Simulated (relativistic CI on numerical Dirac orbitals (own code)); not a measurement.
# Crystal-field levels of Re⁵⁺, 5d2

Calculated by Dirac-Coulomb-Breit CI, orbitals from a KLI potential per configuration, model QED (radiative potential, 1s self-energy scaled to tabulated hydrogen-like ionisation energies), valence Slater integrals scaled by 0.9, one configuration in a parametric crystal field (own radial code). With so little scaling, terms lie 10 to 35 % too far apart, which can change the order of excited levels.

Field parameters in Wybourne normalisation: Oh B⁴₀ = 21Dq, B⁴₄ = √(5/14) B⁴₀. The field is a parameter set, without covalency.

S and J are read from ⟨S²⟩ = S(S + 1) and ⟨J²⟩ = J(J + 1) of each level; they are not fictitious spins.

Oh, 10Dq = 10000 cm⁻¹, the lowest 10 levels:

| E (cm⁻¹) | Degeneracy | Irrep | S | J |
| --- | --- | --- | --- | --- |
| 0.0 | 2 | E | 0.96 | 2.17 |
| 1034 | 3 | T2 | 0.95 | 2.35 |
| 7364 | 3 | T1 | 1.00 | 3.21 |
| 10154 | 1 | A1 | 0.96 | 3.56 |
| 11611 | 3 | T2 | 0.88 | 3.05 |
| 13349 | 1 | A2 | 1.00 | 3.00 |
| 16827 | 3 | T1 | 0.97 | 3.66 |
| 17208 | 2 | E | 0.50 | 3.22 |
| 17853 | 2 | E | 0.87 | 3.39 |
| 19114 | 3 | T2 | 0.52 | 2.52 |

Oh, 10Dq = 18000 cm⁻¹, the lowest 16 levels:

| E (cm⁻¹) | Degeneracy | Irrep | S | J |
| --- | --- | --- | --- | --- |
| 0.0 | 2 | E | 0.96 | 2.34 |
| 782 | 3 | T2 | 0.96 | 2.51 |
| 6657 | 3 | T1 | 1.00 | 3.28 |
| 8658 | 1 | A1 | 0.97 | 3.53 |
| 14418 | 3 | T2 | 0.50 | 3.10 |
| 16714 | 2 | E | 0.21 | 2.98 |
| 19796 | 1 | A2 | 1.00 | 3.00 |
| 22406 | 3 | T2 | 0.80 | 2.81 |
| 22714 | 3 | T1 | 0.98 | 3.50 |
| 23342 | 2 | E | 0.98 | 3.66 |
| 26373 | 1 | A1 | 0.82 | 2.13 |
| 30602 | 3 | T1 | 0.98 | 1.65 |
| 31457 | 3 | T2 | 0.62 | 3.05 |
| 33082 | 1 | A1 | 0.38 | 3.02 |
| 34651 | 2 | E | 0.93 | 2.52 |
| 36812 | 3 | T2 | 0.76 | 2.64 |

Oh, 10Dq = 25950 cm⁻¹, the lowest 16 levels:

```
E (cm⁻¹)  Degeneracy  Irrep     S     J
     0.0           2      E  0.97  2.45
     576           3     T2  0.96  2.58
    6144           3     T1  1.00  3.30
    7808           1     A1  0.97  3.51
   15095           3     T2  0.25  3.14
   16212           2      E  0.15  3.08
   26869           1     A2  1.00  3.00
   28413           3     T2  0.94  2.91
   29567           3     T1  0.98  3.44
   29583           1     A1  0.43  2.83
   29987           2      E  0.99  3.55
   37556           1     A1  0.80  2.07
   37577           3     T1  0.98  1.76
   38467           3     T2  0.67  2.83
   41261           2      E  0.97  2.45
   44060           3     T2  0.61  2.66
```

The free-ion ground term has S = 1. Every field shown keeps that spin.

Levels of this model without a field, named by their leading LS term: 3F_2 0, 3F_3 7400, 3F_4 13720, 3P_0 15206, 1D_2 17118, 3P_1 19324, 1G_4 26567, 3P_2 27553 cm⁻¹.
